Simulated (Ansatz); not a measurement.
Mo(O)2(Cl)(OMe) (CH3ClMoO3), SMILES C[O][Mo](=[O])(=[O])[Cl], multiplicity 1. Atoms are numbered in the order given.

```xyz
9

Mo     0.1081    -0.0347     0.2274
O      1.7459    -0.4212     0.2515
O     -0.6480    -1.0554     1.3315
Cl    -0.1948     2.1509     0.8398
O     -0.5716    -0.3335    -1.4560
C     -0.7917    -1.2343    -2.5155
H     -1.3020    -0.6978    -3.3306
H      0.1687    -1.6275    -2.8877
H     -1.4277    -2.0697    -2.1795
```
Charge 0, spin multiplicity 1.

Geometry: B3LYP-D3(BJ)/def2-SVP. The multiplicity is an assumed one; no other spin state was optimised. The structure was generated by enumeration; whether it is a known compound was not checked. The def2 effective core potentials stand for the cores of Mo; spin–orbit coupling is left out. One conformer was computed; it need not be the lowest.

Two levels are set side by side: PBE-D3(BJ)/def2-SVP (Ansatz, a quantum-chemistry and plane-wave program) and B3LYP-D3(BJ)/def2-SVP (Ansatz). Each level has its own optimised geometry; the coordinates shown are those of the second. Differences are taken from unrounded values.

| quantity | B3LYP-D3(BJ) |
|---|---|
| mean bond length (Å) | 1.526 |
| bond Mo1–O2 (Å) | 1.683 |
| bond Mo1–O3 (Å) | 1.683 |
| bond Mo1–Cl4 (Å) | 2.290 |
| bond Mo1–O5 (Å) | 1.840 |
| bond O5–C6 (Å) | 1.408 |
| bond C6–H7 (Å) | 1.101 |
| bond C6–H8 (Å) | 1.102 |
| bond C6–H9 (Å) | 1.102 |

Q: What does PBE-D3(BJ) give, and how far is it from B3LYP-D3(BJ)? (The exact figures need the calculation; the answer reports its results.)

A: 
```json
[
 {"quantity": "mean bond length (Å)", "PBE-D3(BJ)": "1.535", "PBE-D3(BJ) minus B3LYP-D3(BJ)": "0.009"},
 {"quantity": "bond Mo1–O2 (Å)", "PBE-D3(BJ)": "1.696", "PBE-D3(BJ) minus B3LYP-D3(BJ)": "0.013"},
 {"quantity": "bond Mo1–O3 (Å)", "PBE-D3(BJ)": "1.697", "PBE-D3(BJ) minus B3LYP-D3(BJ)": "0.014"},
 {"quantity": "bond Mo1–Cl4 (Å)", "PBE-D3(BJ)": "2.289", "PBE-D3(BJ) minus B3LYP-D3(BJ)": "-0.001"},
 {"quantity": "bond Mo1–O5 (Å)", "PBE-D3(BJ)": "1.855", "PBE-D3(BJ) minus B3LYP-D3(BJ)": "0.015"},
 {"quantity": "bond O5–C6 (Å)", "PBE-D3(BJ)": "1.414", "PBE-D3(BJ) minus B3LYP-D3(BJ)": "0.006"},
 {"quantity": "bond C6–H7 (Å)", "PBE-D3(BJ)": "1.110", "PBE-D3(BJ) minus B3LYP-D3(BJ)": "0.009"},
 {"quantity": "bond C6–H8 (Å)", "PBE-D3(BJ)": "1.111", "PBE-D3(BJ) minus B3LYP-D3(BJ)": "0.009"},
 {"quantity": "bond C6–H9 (Å)", "PBE-D3(BJ)": "1.110", "PBE-D3(BJ) minus B3LYP-D3(BJ)": "0.008"}
]
```

GGA bonds tend to be longer and softer than those of functionals with exact exchange. Differences between two approximate levels are no errors against the true value.
